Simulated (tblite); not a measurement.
C₅H₁₂GeSSi.
SMILES with atom numbers: `[SiH3:1][Ge@:2]1([CH:3]2[CH2:4][CH2:5]2)[CH2:6][CH2:7][S:8]1` (hydrogens: H9, H10, H11 on Si1; H12 on C3; H13, H14 on C4; H15, H16 on C5; H17, H18 on C6; H19, H20 on C7)

Computed with GFN2-xTB (tblite), gas phase: L-BFGS steps from a force-field or distance-geometry start until the largest atomic force falls under 0.01 eV/Å.

Step 27: E = -645.1153 eV
```
atom  x, y, z in Å  |  force x, y, z in eV/Å
Si1    -0.4735    2.4717   -0.0736    0.035  -0.049   0.008
Ge2    -0.3347    0.0638   -0.0598    0.083   0.100   0.014
C3      1.4234   -0.8761    0.0826   -0.021   0.022  -0.004
C4      2.7140   -0.1191   -0.0312   -0.018  -0.007   0.001
C5      2.2791   -0.6466    1.2945    0.013   0.034  -0.015
C6     -1.6811   -0.9153   -1.1994   -0.008   0.030   0.045
C7     -2.7624   -0.9000   -0.1253   -0.014  -0.016   0.056
S8     -1.8175   -0.7494    1.4477   -0.063  -0.035  -0.008
H9     -1.5180    2.8841    0.8616   -0.003   0.001   0.009
H10     0.7914    3.0896    0.3269   -0.002  -0.030  -0.030
H11    -0.8425    2.9135   -1.4202    0.037  -0.013  -0.005
H12     1.4176   -1.8874   -0.3077    0.017   0.012  -0.020
H13     2.6713    0.9496   -0.2032   -0.027  -0.048   0.051
H14     3.5492   -0.5936   -0.5270   -0.033  -0.024  -0.002
H15     1.9373    0.0605    2.0387   -0.002  -0.010  -0.017
H16     2.8028   -1.4947    1.7138    0.000   0.055  -0.015
H17    -2.0141   -0.4847   -2.1422   -0.021   0.034  -0.022
H18    -1.3516   -1.9378   -1.3878    0.008   0.008  -0.008
H19    -3.4099   -0.0264   -0.2010    0.009  -0.009  -0.048
H20    -3.3859   -1.7910   -0.0904    0.009  -0.056   0.011
```

Step 28: E = -645.1169 eV
```
atom  x, y, z in Å  |  force x, y, z in eV/Å
Si1    -0.4678    2.4699   -0.0772    0.020  -0.051   0.013
Ge2    -0.3353    0.0634   -0.0558    0.066   0.116  -0.011
C3      1.4208   -0.8761    0.0877   -0.005   0.010  -0.021
C4      2.7106   -0.1177   -0.0311   -0.016  -0.015  -0.015
C5      2.2813   -0.6451    1.2954    0.001   0.016  -0.006
C6     -1.6811   -0.9118   -1.1992   -0.034   0.019   0.029
C7     -2.7638   -0.9061   -0.1257   -0.016  -0.007   0.068
S8     -1.8209   -0.7446    1.4481   -0.084  -0.062   0.008
H9     -1.5117    2.8821    0.8583   -0.007   0.008   0.013
H10     0.7974    3.0841    0.3227    0.019  -0.017  -0.020
H11    -0.8346    2.9170   -1.4220    0.033  -0.018  -0.015
H12     1.4127   -1.8882   -0.3008    0.028   0.017  -0.022
H13     2.6650    0.9503   -0.2014   -0.033  -0.016   0.044
H14     3.5457   -0.5871   -0.5319   -0.037  -0.042   0.007
H15     1.9419    0.0588    2.0422   -0.013   0.027  -0.003
H16     2.8050   -1.4926    1.7131    0.024   0.021  -0.009
H17    -2.0173   -0.4738   -2.1385   -0.003   0.018  -0.006
H18    -1.3511   -1.9331   -1.3955    0.004   0.023  -0.011
H19    -3.4189   -0.0382   -0.1993    0.012   0.004  -0.061
H20    -3.3833   -1.8006   -0.0922    0.041  -0.051   0.017
```

Step 29: E = -645.1185 eV
```
atom  x, y, z in Å  |  force x, y, z in eV/Å
Si1    -0.4616    2.4669   -0.0807   -0.002  -0.025   0.017
Ge2    -0.3348    0.0651   -0.0517    0.013   0.085  -0.026
C3      1.4179   -0.8757    0.0926    0.010  -0.005  -0.030
C4      2.7068   -0.1165   -0.0312   -0.009  -0.016  -0.025
C5      2.2834   -0.6431    1.2961   -0.015  -0.006   0.007
C6     -1.6816   -0.9076   -1.1983   -0.047   0.009   0.008
C7     -2.7656   -0.9125   -0.1250   -0.015   0.000   0.049
S8     -1.8258   -0.7407    1.4487   -0.078  -0.073   0.025
H9     -1.5052    2.8798    0.8551   -0.004   0.013   0.011
H10     0.8040    3.0779    0.3179    0.041  -0.005  -0.009
H11    -0.8255    2.9199   -1.4242    0.029  -0.026  -0.019
H12     1.4081   -1.8885   -0.2944    0.034   0.021  -0.023
H13     2.6580    0.9508   -0.1986   -0.035   0.023   0.028
H14     3.5413   -0.5813   -0.5368   -0.036  -0.057   0.011
H15     1.9462    0.0576    2.0457   -0.022   0.059   0.007
H16     2.8076   -1.4898    1.7122    0.046  -0.013  -0.002
H17    -2.0204   -0.4620   -2.1344    0.014  -0.002   0.021
H18    -1.3503   -1.9275   -1.4035   -0.001   0.044  -0.009
H19    -3.4279   -0.0504   -0.1988    0.010   0.012  -0.064
H20    -3.3798   -1.8117   -0.0938    0.069  -0.039   0.023
```

Step 30: E = -645.1200 eV
```
atom  x, y, z in Å  |  force x, y, z in eV/Å
Si1    -0.4559    2.4637   -0.0834   -0.019   0.022   0.018
Ge2    -0.3342    0.0681   -0.0482   -0.052   0.015  -0.025
C3      1.4153   -0.8751    0.0963    0.016  -0.013  -0.027
C4      2.7031   -0.1155   -0.0319   -0.003  -0.007  -0.019
C5      2.2849   -0.6413    1.2969   -0.026  -0.023   0.015
C6     -1.6827   -0.9035   -1.1968   -0.041   0.004  -0.009
C7     -2.7676   -0.9183   -0.1236   -0.011   0.006   0.009
S8     -1.8317   -0.7386    1.4496   -0.048  -0.064   0.035
H9     -1.4994    2.8777    0.8524    0.001   0.016   0.007
H10     0.8108    3.0719    0.3131    0.053   0.003   0.000
H11    -0.8165    2.9217   -1.4264    0.026  -0.035  -0.016
H12     1.4045   -1.8883   -0.2895    0.034   0.018  -0.025
H13     2.6512    0.9515   -0.1953   -0.030   0.049   0.009
H14     3.5366   -0.5774   -0.5412   -0.031  -0.063   0.013
H15     1.9495    0.0577    2.0486   -0.022   0.072   0.004
H16     2.8104   -1.4873    1.7114    0.053  -0.030   0.001
H17    -2.0229   -0.4513   -2.1301    0.020  -0.015   0.041
H18    -1.3493   -1.9215   -1.4105   -0.004   0.058  -0.004
H19    -3.4359   -0.0612   -0.1996    0.002   0.013  -0.057
H20    -3.3754   -1.8225   -0.0948    0.082  -0.024   0.027
```

Question: Estimate the geometry and energy of step 31. (The exact step hangs on the optimiser's Hessian estimate; all steps are aligned on step 30, rigid shifts and turns removed.)

Answer: E = -645.1215 eV, largest force 0.119 eV/Å
```
atom  x, y, z in Å  |  force x, y, z in eV/Å
Si1    -0.4509    2.4611   -0.0855   -0.021   0.069   0.016
Ge2    -0.3345    0.0714   -0.0452   -0.101  -0.062  -0.007
C3      1.4131   -0.8746    0.0991    0.009  -0.014  -0.012
C4      2.6995   -0.1145   -0.0327    0.001   0.008   0.002
C5      2.2858   -0.6399    1.2978   -0.028  -0.028   0.017
C6     -1.6844   -0.8995   -1.1950   -0.021   0.002  -0.015
C7     -2.7696   -0.9235   -0.1221   -0.005   0.009  -0.031
S8     -1.8383   -0.7380    1.4511   -0.007  -0.043   0.036
H9     -1.4941    2.8760    0.8503    0.004   0.022   0.005
H10     0.8180    3.0663    0.3086    0.052   0.006   0.006
H11    -0.8075    2.9225   -1.4288    0.023  -0.041  -0.010
H12     1.4019   -1.8878   -0.2857    0.031   0.010  -0.029
H13     2.6444    0.9529   -0.1920   -0.018   0.050  -0.009
H14     3.5317   -0.5753   -0.5451   -0.027  -0.057   0.014
H15     1.9520    0.0592    2.0510   -0.015   0.060  -0.012
H16     2.8140   -1.4853    1.7107    0.044  -0.026  -0.001
H17    -2.0249   -0.4416   -2.1257    0.016  -0.015   0.043
H18    -1.3483   -1.9147   -1.4171   -0.005   0.055   0.001
H19    -3.4430   -0.0707   -0.2016   -0.010   0.006  -0.042
H20    -3.3698   -1.8332   -0.0952    0.079  -0.011   0.028
```

The energy changes by -0.0015 eV. The first-order estimate −F·Δx gives -0.0020 eV and the mean of the old and new forces, exact on a quadratic surface, -0.0015 eV. The step makes an angle of 75° with the force vector and moves no atom by more than 0.012 Å.

What follows is the cost of the whole relaxation. The run took 2.6 s wall on one thread of an Arm Neoverse N1, no GPU, shared host with 64 logical CPUs at a one-minute load of 60.
